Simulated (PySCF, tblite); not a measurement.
One entry of a table of gas-phase calculations, keyed by method. Lists by class give the value and the number of equivalent atoms.

```json
{
 "formula": "C2H10OPSi3",
 "smiles": "C=C[Si@]([SiH3])(P)[SiH]O",
 "charge": 0,
 "multiplicity": 2,
 "geometry_level": "GFN2-xTB",
 "electronic_structure_code": "PySCF",
 "results": {
  "GFN2-xTB geometry": {
   "point_group": "C1",
   "rotational_constants_GHz": [1.166, 0.814, 0.751]
  },
  "GFN2-xTB harmonic vibrations, gas phase": {
   "strongest_ir_bands_cm-1_km_per_mol_modes": [
    [748.1, 851.9, 1],
    [801.4, 451.2, 1],
    [2198.5, 157.4, 1],
    [2202.2, 396.9, 1],
    [2219.8, 285.3, 1],
    [2222.7, 345.4, 1]
   ],
   "zpe_kcal_per_mol": 65.7
  },
  "UKS B3LYP, pcH-1 on C H O P Si, non-relativistic, mean-field spin-orbit, GIAO": {
   "g_iso": 2.00319,
   "g_tensor": [2.00174, 2.00228, 2.00554],
   "s2": 0.753,
   "a_iso_by_class_MHz": [
    ["29Si", -471.4, 1],
    ["29Si", -117.2, 1],
    ["1H", 66.9, 1],
    ["29Si", -64.6, 1],
    ["17O", -11.3, 1]
   ]
  }
 }
}
```

⟨S²⟩ is 0.003 above the pure-spin value S(S + 1) = 0.75. The zero-point energy, half the sum of the 45 harmonic wavenumbers, equals 22990 cm⁻¹ or 275 kJ/mol. The rotational constants make it an asymmetric top with κ = (2B − A − C)/(A − C) = -0.70, nearer the prolate limit (−1).

 In GFN2-xTB open shells enter through the occupations alone, without spin polarisation, so single modes can be far off. Hyperfine couplings depend on the geometry, which wasn't re-optimised at a DFT level. Couplings of like nuclei are plain means over topologically equivalent atoms, as if these changed places fast (by rotation of a methyl-like group, say); in this geometry the members of some sets differ.

Conformer computed: `[CH2:1]=[CH:2][Si@:3]([SiH3:4])([PH2:5])[SiH:6][OH:7]`: C1–C2–Si3–Si4 96°, C2–Si3–Si6–O7 161°, H–P5–Si3–C2 -32°, H–P5–Si3–C2 60°, H–O7–Si6–Si3 -49°.

One conformer stands for the species.
